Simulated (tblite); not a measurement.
Run record: tight-binding relaxation, `O[Si](O)(C1CC1)N([SiH3])[SiH3]`.

Computed with GFN2-xTB geometry optimisation, gas phase (tblite 0.8.0). Start geometry: from a force field or distance geometry. The command runs a driver script over a list of jobs; the input below is this job's line of settings and its coordinates in Å.

Command:
```bash
OMP_NUM_THREADS=1 python probes_run.py task.json out
```

Input:
```
{"job": {"kind": "relax", "xc": "GFN2-xTB", "basis": "xTB"}, "charge": 0, "multiplicity": 1}
O      0.062600     0.059400     2.489100
Si     0.031400    -0.711500     0.939200
O     -0.349900    -2.364900     1.283900
C      1.686300    -0.561200     0.080100
C      2.550700     0.624800     0.296000
C      1.667100     0.540900    -0.953700
N     -1.181200    -0.065100    -0.111400
Si    -1.286400    -0.596300    -1.742600
Si    -2.339900     1.038900     0.534900
H     -0.078600     1.022000     2.375900
H      0.409700    -2.950600     1.094400
H      2.144000    -1.547200    -0.209500
H      3.628100     0.605700     0.007500
H      2.285100     1.465100     0.956600
H      2.103000     0.267700    -1.909100
H      0.798800     1.236000    -0.902300
H     -0.166200    -0.186700    -2.598200
H     -2.484300     0.046600    -2.353400
H     -1.517700    -2.051700    -1.923000
H     -3.713200     0.750300     0.074700
H     -2.317200     0.976700     2.006900
H     -1.942600     2.420500     0.162200
```

Output:
```
step      E/eV     max force
  0    -800.06389    3.224
  1    -800.47786    1.387
  2    -800.61584    1.105
  3    -800.64827    0.662
  4    -800.69929    0.478
  5    -800.72098    0.406
  6    -800.75155    0.476
  7    -800.77303    0.444
  8    -800.79164    0.350
  9    -800.80279    0.363
... (158 lines left out)
168    -801.09454    0.016
169    -801.09458    0.017
170    -801.09462    0.014
171    -801.09465    0.014
172    -801.09467    0.012
173    -801.09470    0.015
174    -801.09472    0.015
175    -801.09474    0.011
176    -801.09476    0.011
177    -801.09478    0.008
```

«max force» is the largest atomic force in eV/Å.

Question: From which step on does the largest force stay under 0.1 eV/Å, and how much energy is left to gain from there?

Answer: From step 114 (0.055 eV/Å), 7.7 meV above the end.

Summary of the converged run: energy lowered by 23.8 kcal/mol over 177 steps; largest atomic force 0.008 eV/Å at the end.

Question: Where do the atoms end?

Answer: 0.594 Å rms from the input after alignment:
```
atom  x, y, z in Å
O1     0.0907   -0.1610    2.2626
Si2    0.1258   -0.7558    0.7431
O3     0.1393   -2.3695    0.8987
C4     1.6914   -0.3413   -0.2109
C5     2.6397    0.7188    0.2772
C6     1.8103    0.9701   -0.9363
N7    -1.2855   -0.1970   -0.1283
Si8   -1.6294   -1.0259   -1.6233
Si9   -2.2136    1.1262    0.5054
H10    0.0605    0.7811    2.3953
H11   -0.4177   -2.7715    1.5605
H12    2.1587   -1.1842   -0.7032
H13    3.6995    0.5527    0.1504
H14    2.3972    1.2463    1.1877
H15    2.2985    0.9818   -1.9000
H16    0.9860    1.6646   -0.8633
H17   -0.5108   -0.8320   -2.5499
H18   -2.8578   -0.4345   -2.1524
H19   -1.8274   -2.4520   -1.3542
H20   -3.1568    1.5479   -0.5237
H21   -2.9106    0.7188    1.7307
H22   -1.2984    2.2357    0.8322
```

The run took 2.0 s wall on Intel Xeon 6975P-C, one thread, no GPU (shared host).
Labels such as C1 count atoms from 1, the log's own numbers from 0.
